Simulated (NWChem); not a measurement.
System: CH$_{6}$OSi; SMILES [SiH2](C)O

Here is an NWChem input.

```
start job
memory heap 200 mb stack 900 mb global 1100 mb
geometry units angstroms noautoz
  Si     0.454318     0.122995    -0.013676
  C     -0.430590    -1.538598    -0.033584
  O     -0.587535     1.429112    -0.087170
  H      1.314436     0.260569    -1.214991
  H      1.310243     0.189452     1.209918
  H     -1.078290    -1.672733     0.841240
  H      0.302911    -2.355212    -0.027009
  H     -1.049167    -1.649923    -0.931248
  H     -1.164469     1.561740     0.677306
end
basis spherical
  * library 6-31+g*
end
dft
  xc xcamb88 1.00 lyp 0.81 vwn_5 0.19 hfexch 1.00
  cam 0.33 cam_alpha 0.19 cam_beta 0.46
  iterations 150
end
tddft
  cis
  nroots 6
end
task tddft energy
```

Excerpt of the output:

```
             Northwest Computational Chemistry Package (NWChem) 7.3.0
             --------------------------------------------------------

 C1  symmetry detected

                             Geometry "geometry" -> ""
                             -------------------------

 Output coordinates in angstroms (scale by  1.889725989 to convert to a.u.)

  No.       Tag          Charge          X              Y              Z
 ---- ---------------- ---------- -------------- -------------- --------------
    1 Si                  14.0000     0.49639184     0.09577580     0.00190528
    2 C                    6.0000    -0.45386922    -1.52929288    -0.02057761
    3 O                    8.0000    -0.49277889     1.44241087    -0.06820837
    4 H                    1.0000     1.36045471     0.20145392    -1.19980799
    5 H                    1.0000     1.35514034     0.12572262     1.22495909
    6 H                    1.0000    -1.10577443    -1.63932548     0.85448636
    7 H                    1.0000     0.24660110    -2.37442445    -0.01618008
    8 H                    1.0000    -1.07701181    -1.61415516    -0.91797558
    9 H                    1.0000    -1.06344923     1.59633768     0.69697689

 Effective nuclear repulsion energy (a.u.)     115.9204781388

                                 NWChem DFT Module
                                 -----------------

 Summary of "ao basis" -> "ao basis" (spherical)
 ------------------------------------------------------------------------------
       Tag                 Description            Shells   Functions and Types
 ---------------- ------------------------------  ------  ---------------------
 Si                         6-31+g*                 10       22   5s4p1d
 C                          6-31+g*                  8       18   4s3p1d
 O                          6-31+g*                  8       18   4s3p1d
 H                          6-31+g*                  2        2   2s

            General Information
            -------------------
          SCF calculation type: DFT
          Wavefunction type:  closed shell.
          No. of atoms     :     9
          No. of electrons :    34
           Alpha electrons :    17
            Beta electrons :    17
          Charge           :     0
          Spin multiplicity:     1
          Use of symmetry is: off; symmetry adaption is: off
          Maximum number of iterations: 150
          AO basis - number of functions:    70
                     number of shells:    38
          Convergence on energy requested:  1.00D-06
          Convergence on density requested:  1.00D-05
          Convergence on gradient requested:  5.00D-04

[...]

                                NWChem TDDFT Module
                                -------------------

            General Information
            -------------------
           No. of orbitals :     140
            Alpha orbitals :      70
             Beta orbitals :      70
        Alpha frozen cores :       0
         Beta frozen cores :       0
     Alpha frozen virtuals :       0
      Beta frozen virtuals :       0
         Spin multiplicity :       1
    Number of AO functions :      70
        Use of symmetry is : off
      Symmetry adaption is : off
         Schwarz screening :  0.10D-07

              XC Information
              --------------
              Hartree-Fock (Exact) Exchange   1.00
            CAM-Becke88 Exchange Functional   1.00
               VWN V Correlation Functional   0.19 local
       Lee-Yang-Parr Correlation Functional   0.81
           Alpha           :  0.19
           Beta            :  0.46
           Gamma           :  0.33

             TDDFT Information
             -----------------
          Calculation type : Tamm-Dancoff TDDFT
         Wavefunction type : Restricted singlets & triplets
          No. of electrons :      34
           Alpha electrons :      17
            Beta electrons :      17
              No. of roots :       6
          Max subspacesize :    5200
            Max iterations :     100
               Target root :       1
           Target symmetry : none
      Symmetry restriction : off
                 Algorithm : Optimal
        Davidson threshold :  0.10D-03

    6 smallest eigenvalue differences (eV)
--------------------------------------------------------
  No. Spin  Occ  Vir  Irrep   E(Occ)    E(Vir)   E(Diff)
--------------------------------------------------------
    1    1   17   18 a        -0.362     0.017    10.296
    2    1   17   19 a        -0.362     0.034    10.759
    3    1   16   18 a        -0.384     0.017    10.908
    4    1   17   20 a        -0.362     0.051    11.242
    5    1   16   19 a        -0.384     0.034    11.371
    6    1   17   21 a        -0.362     0.062    11.521
--------------------------------------------------------

  Entering Davidson iterations
  Restricted singlet excited states

  Iter   NTrls   NConv    DeltaV     DeltaE      Time
  ----  ------  ------  ---------  ---------  ---------
    1      6       0     0.51E-01   0.10+100        7.7
    2     12       0     0.35E-01   0.86E-02        7.8
    3     18       0     0.10E-01   0.21E-02        7.8
    4     24       0     0.85E-02   0.39E-03        8.6
    5     30       0     0.10E-01   0.44E-03        7.8
    6     36       0     0.11E-01   0.53E-03        8.2
    7     42       2     0.90E-02   0.46E-03        9.8
    8     46       4     0.38E-02   0.17E-03        7.4
    9     48       5     0.16E-02   0.32E-04        6.1
   10     49       5     0.57E-03   0.42E-05        5.5
   11     50       5     0.21E-03   0.41E-06        5.7
   12     51       6     0.95E-04   0.45E-07        5.6
  ----  ------  ------  ---------  ---------  ---------
  Convergence criterion met

  Ground state a        -406.408829317024 a.u.

[...]
```

Level: CAM-B3LYP/6-31+G* (spherical d), TDA. Structure relaxed at the B3LYP/6-31G* (spherical d) level.
